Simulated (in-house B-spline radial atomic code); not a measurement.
Values are calculated unless marked as measured or tabulated.
**Stopping and range of 2 keV Hf in Ge**

The pair potential comes from two frozen, spherical free-atom densities (PBE, B-spline radial code, scalar-relativistic past argon): electrostatics plus the change in Thomas-Fermi kinetic and Dirac exchange energy where they overlap, the recipe behind the universal ZBL potential, which averages such potentials (from solid-state densities) over many pairs. It is written V = (Z1 Z2 e²/r) φ(r/a), with e² = 14.3996 eV·Å and a = 0.46850 Å/(Z1^0.23 + Z2^0.23); ZBL's fit is φ = 0.18175 e^(−3.1998x) + 0.50986 e^(−0.94229x) + 0.28022 e^(−0.4029x) + 0.02817 e^(−0.20162x). Where φ falls below 4e-4 it is continued as an exponential.

The target is taken as amorphous, with density 5.3234 g/cm³ (NSM archive of the Ioffe Institute); channelling is ignored. Masses: Hf 178.49, Ge 72.63 u. Nuclear stopping is S_n = 4π a Z1 Z2 e² M1/(M1 + M2) × s_n(ε), with s_n integrated over impact parameters for each pair. Electronic stopping is Lindhard and Scharff's S_e = Z1^(1/6) 8π e² a0 Z1 Z2/(Z1^(2/3) + Z2^(2/3))^(3/2) × v/v0, with a0 = 0.529177 Å and v = v0 at 24.801 keV/u; it misses the oscillations with Z1 seen in experiment, which reach tens of per cent. Compounds add by atom fraction.

| target atom | a (Å) | ε at this energy | s_n, this pair | s_n, ZBL potential |
| --- | --- | --- | --- | --- |
| Ge | 0.09574 | 0.001669 | 0.06931 | 0.07273 |

Problem. What are the atom density and the stopping powers at entry?

Solution. N = 5.3234 × 0.602214/72.63 = 0.04414 atoms/Å³. For Ge: S_n = 28370 × 0.06931 = 1966 eV·Å², S_e = 2.9846 × √2000 = 133.5 eV·Å². Averaged over the target's atoms and times N × 10 Å/nm, the ion loses N S_n = 868 eV/nm to recoils and N S_e = 58.9 eV/nm to electrons; the nuclear share is 94 %.

Along the track:

```tsv
E (keV)	N S_n (eV/nm)	N S_e (eV/nm)
0.1	163	13.2
0.3	311	22.8
0.6	459	32.3
1	606	41.7
1.5	749	51
2	868	58.9
```

Problem. Estimate the path length and the projected range.

Solution. With continuous slowing down the path is the integral of dE/(N (S_n + S_e)). Trapezoids over the table give 3.62 nm, and the stretch below the first row, with stopping taken as √E, adds 2E/(N S) = 1.1 nm: 4.75 nm in all, against 4.47 nm on a fine grid from 5 eV, a cut that itself drops some per cent of so short a path. Deflections shorten the depth: to first order in the energy passed on, N (S_n + S_e) dR_p/dE = 1 − N S_n (M2/M1) R_p/(2E), summed over the target's atoms, and integrating this on the fine grid gives R_p = 3.27 nm, 0.73 of the path. Lindhard's rule of thumb R/(1 + M2/3M1), with mean M2/M1 = 0.41, gives 3.94 nm. On the ZBL potential the same equation gives 3.2 nm, and the full integral equation, which keeps hard collisions, 3.18 nm.
